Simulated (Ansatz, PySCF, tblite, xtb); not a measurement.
Dissociation curve of SNa (cation, charge +1), lowest singlet found (which spin is the ground state isn't settled by this scan).

- GFN2-xTB, 300 K electronic temperature (tblite)
- GFN1-xTB (xtb)
- RHF/LANL2DZ = PySCF with restricted Hartree-Fock/LANL2DZ, with its core potentials past Ne
- FCI = full CI/aug-cc-pVDZ, frozen core (Ansatz, a program for electronic structure)

Energies relative to the lowest point of each curve between 2.46 and 3.66 Å, where full CI is lowest, in kcal/mol; the last columns give the difference from FCI:

```json
[
 {"R / Å": "1.96", "GFN2-xTB": "40.6", "GFN1-xTB": "37.7", "RHF/LANL2DZ": "78.7", "FCI": "64.7", "GFN2-xTB − FCI": "-24.1", "GFN1-xTB − FCI": "-27.0", "RHF/LANL2DZ − FCI": "14.0"},
 {"R / Å": "2.12", "GFN2-xTB": "20.0", "GFN1-xTB": "15.0", "RHF/LANL2DZ": "44.9", "FCI": "34.7", "GFN2-xTB − FCI": "-14.8", "GFN1-xTB − FCI": "-19.7", "RHF/LANL2DZ − FCI": "10.2"},
 {"R / Å": "2.27", "GFN2-xTB": "10.6", "GFN1-xTB": "6.0", "RHF/LANL2DZ": "25.6", "FCI": "18.3", "GFN2-xTB − FCI": "-7.6", "GFN1-xTB − FCI": "-12.3", "RHF/LANL2DZ − FCI": "7.3"},
 {"R / Å": "2.34", "GFN2-xTB": "8.1", "GFN1-xTB": "3.7", "RHF/LANL2DZ": "19.3", "FCI": "13.1", "GFN2-xTB − FCI": "-5.1", "GFN1-xTB − FCI": "-9.4", "RHF/LANL2DZ − FCI": "6.2"},
 {"R / Å": "2.46", "GFN2-xTB": "5.1", "GFN1-xTB": "1.5", "RHF/LANL2DZ": "11.5", "FCI": "7.0", "GFN2-xTB − FCI": "-1.9", "GFN1-xTB − FCI": "-5.6", "RHF/LANL2DZ − FCI": "4.4"},
 {"R / Å": "2.57", "GFN2-xTB": "3.5", "GFN1-xTB": "0.5", "RHF/LANL2DZ": "6.7", "FCI": "3.6", "GFN2-xTB − FCI": "-0.1", "GFN1-xTB − FCI": "-3.1", "RHF/LANL2DZ − FCI": "3.1"},
 {"R / Å": "2.66", "GFN2-xTB": "2.6", "GFN1-xTB": "0.1", "RHF/LANL2DZ": "4.0", "FCI": "1.8", "GFN2-xTB − FCI": "0.8", "GFN1-xTB − FCI": "-1.7", "RHF/LANL2DZ − FCI": "2.2"},
 {"R / Å": "2.76", "GFN2-xTB": "1.9", "GFN1-xTB": "0.0", "RHF/LANL2DZ": "2.1", "FCI": "0.7", "GFN2-xTB − FCI": "1.2", "GFN1-xTB − FCI": "-0.7", "RHF/LANL2DZ − FCI": "1.4"},
 {"R / Å": "2.80", "GFN2-xTB": "1.7", "GFN1-xTB": "0.0", "RHF/LANL2DZ": "1.5", "FCI": "0.4", "GFN2-xTB − FCI": "1.3", "GFN1-xTB − FCI": "-0.4", "RHF/LANL2DZ − FCI": "1.1"},
 {"R / Å": "2.95", "GFN2-xTB": "1.0", "GFN1-xTB": "0.5", "RHF/LANL2DZ": "0.3", "FCI": "0.0", "GFN2-xTB − FCI": "1.0", "GFN1-xTB − FCI": "0.5", "RHF/LANL2DZ − FCI": "0.3"},
 {"R / Å": "3.06", "GFN2-xTB": "0.7", "GFN1-xTB": "1.1", "RHF/LANL2DZ": "0.0", "FCI": "0.2", "GFN2-xTB − FCI": "0.5", "GFN1-xTB − FCI": "0.9", "RHF/LANL2DZ − FCI": "-0.2"},
 {"R / Å": "3.22", "GFN2-xTB": "0.2", "GFN1-xTB": "2.1", "RHF/LANL2DZ": "0.1", "FCI": "0.8", "GFN2-xTB − FCI": "-0.6", "GFN1-xTB − FCI": "1.3", "RHF/LANL2DZ − FCI": "-0.7"},
 {"R / Å": "3.42", "GFN2-xTB": "0.0", "GFN1-xTB": "3.6", "RHF/LANL2DZ": "0.8", "FCI": "1.9", "GFN2-xTB − FCI": "-1.9", "GFN1-xTB − FCI": "1.7", "RHF/LANL2DZ − FCI": "-1.1"},
 {"R / Å": "3.66", "GFN2-xTB": "0.3", "GFN1-xTB": "5.2", "RHF/LANL2DZ": "1.8", "FCI": "3.3", "GFN2-xTB − FCI": "-3.0", "GFN1-xTB − FCI": "1.9", "RHF/LANL2DZ − FCI": "-1.5"},
 {"R / Å": "3.97", "GFN2-xTB": "1.1", "GFN1-xTB": "7.0", "RHF/LANL2DZ": "3.1", "FCI": "4.9", "GFN2-xTB − FCI": "-3.8", "GFN1-xTB − FCI": "2.2", "RHF/LANL2DZ − FCI": "-1.8"},
 {"R / Å": "4.30", "GFN2-xTB": "2.1", "GFN1-xTB": "8.8", "RHF/LANL2DZ": "4.2", "FCI": "6.3", "GFN2-xTB − FCI": "-4.1", "GFN1-xTB − FCI": "2.6", "RHF/LANL2DZ − FCI": "-2.1"},
 {"R / Å": "4.77", "GFN2-xTB": "3.7", "GFN1-xTB": "11.0", "RHF/LANL2DZ": "5.3", "FCI": "7.7", "GFN2-xTB − FCI": "-3.9", "GFN1-xTB − FCI": "3.3", "RHF/LANL2DZ − FCI": "-2.4"},
 {"R / Å": "5.38", "GFN2-xTB": "—", "GFN1-xTB": "12.9", "RHF/LANL2DZ": "6.2", "FCI": "8.8", "GFN2-xTB − FCI": "—", "GFN1-xTB − FCI": "4.1", "RHF/LANL2DZ − FCI": "-2.6"},
 {"R / Å": "5.95", "GFN2-xTB": "—", "GFN1-xTB": "13.9", "RHF/LANL2DZ": "6.7", "FCI": "9.4", "GFN2-xTB − FCI": "—", "GFN1-xTB − FCI": "4.5", "RHF/LANL2DZ − FCI": "-2.7"},
 {"R / Å": "6.84", "GFN2-xTB": "—", "GFN1-xTB": "14.6", "RHF/LANL2DZ": "7.1", "FCI": "9.9", "GFN2-xTB − FCI": "—", "GFN1-xTB − FCI": "4.6", "RHF/LANL2DZ − FCI": "-2.8"},
 {"R / Å": "7.92", "GFN2-xTB": "—", "GFN1-xTB": "14.8", "RHF/LANL2DZ": "7.4", "FCI": "10.3", "GFN2-xTB − FCI": "—", "GFN1-xTB − FCI": "4.5", "RHF/LANL2DZ − FCI": "-2.8"},
 {"R / Å": "9.18", "GFN2-xTB": "—", "GFN1-xTB": "14.8", "RHF/LANL2DZ": "7.6", "FCI": "10.5", "GFN2-xTB − FCI": "—", "GFN1-xTB − FCI": "4.4", "RHF/LANL2DZ − FCI": "-2.9"}
]
```

GFN2-xTB is furthest from FCI at 1.96 (-24.1 kcal/mol, below); its mean absolute difference over the points is 4.5 kcal/mol.

GFN1-xTB is furthest from FCI at 1.96 (-27.0 kcal/mol, below); its mean absolute difference over the points is 5.3 kcal/mol.

RHF/LANL2DZ is furthest from FCI at 1.96 (14.0 kcal/mol, above); its mean absolute difference over the points is 3.3 kcal/mol.

A dash means that the run gave no value there, or that the column was ended at a point which the program doubted or which failed a test of continuity chosen for this set; such a test can also cut sound points.

The restricted form behind RHF/LANL2DZ keeps the bonding electrons paired and can't separate into open-shell fragments. Also computed but left out beside FCI, since their determinant holds another spin at the minimum (<S²> over 0.7 above the pure value): UHF, UMP2, UCCSD, UCCSD(T), UKS-BLYP, UKS-PBE, UKS-B3LYP/6-31G*, UHF/LANL2DZ, UKS-M06-2X/6-31G*, UMP2/3-21G.
